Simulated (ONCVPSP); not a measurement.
Varying the ONCV potential for Be (Z = 4)

Base potential:

```json
{"Element": "Be", "Generator": "ONCVPSP 4.0.1", "Type": "optimised norm-conserving Vanderbilt (ONCV)", "Functional": "PBEsol", "Relativity": "scalar-relativistic", "Frozen core": "none", "Valence charge": "4", "Reference configuration": "1s2 2s2", "Partial waves": "1s+2s: rc 0.70 bohr, ncon 3, nbas 7, qcut 14.7 1/bohr, 3 projectors, debl 2.5 Ha; p scattering state at 0.18 Ha: rc 0.60 bohr, ncon 3, nbas 7, qcut 14.9 1/bohr, 2 projectors, debl 3.1 Ha; d scattering state at 0.16 Ha: rc 0.60 bohr, ncon 4, nbas 7, qcut 17.6 1/bohr, local", "Local potential": "the d channel", "Core correction": "none"}
```

Cutoffs, loose and tight: the cutoffs (Ha) at which the residual kinetic energy of the hardest occupied pseudo-wave falls to 1 and 0.1 mHa per electron. They do not see the model core or the augmentation charge, which bear on the density cutoff. Test errors are all-electron minus pseudo excitation energies from the reference, over the configurations 1s2 2s1; 1s2 2s0; 1s2 2s1.5; 1s2 2s0 2p2. A dash means not determined; rows that change the core or the reference have their own tests.

| change | outcome | cutoff, loose | cutoff, tight | bound ghosts | GHOST(+) flags above zero | largest test error (meV) |
| --- | --- | --- | --- | --- | --- | --- |
| base | generated | 88 Ha | 101 Ha | none | none | +3.6 |
| p: qcut 9.9 | generated | 88 Ha | 101 Ha | none | none | +3.7 |
| p: qcut 11.5 | generated | 88 Ha | 101 Ha | none | none | +3.6 |
| p: qcut 13.4 | generated | 88 Ha | 101 Ha | none | none | +3.6 |
| p: qcut 15.1 | generated | 88 Ha | 101 Ha | none | none | +3.6 |
| p: qcut 17.5 | generated | 88 Ha | 101 Ha | none | none | +3.6 |
| p: qcut 19.3 | generated | 88 Ha | 101 Ha | none | none | +3.8 |
| p: qcut 22.6 | generated | 88 Ha | 101 Ha | none | none | +3.7 |

Reading the sweep of the qcut of the p channel (base included, trends over the rows without a ghost): The loose cutoff stays near 88 Ha. The median size of the test errors (rows with all tests solved) stays near 1.9 meV.
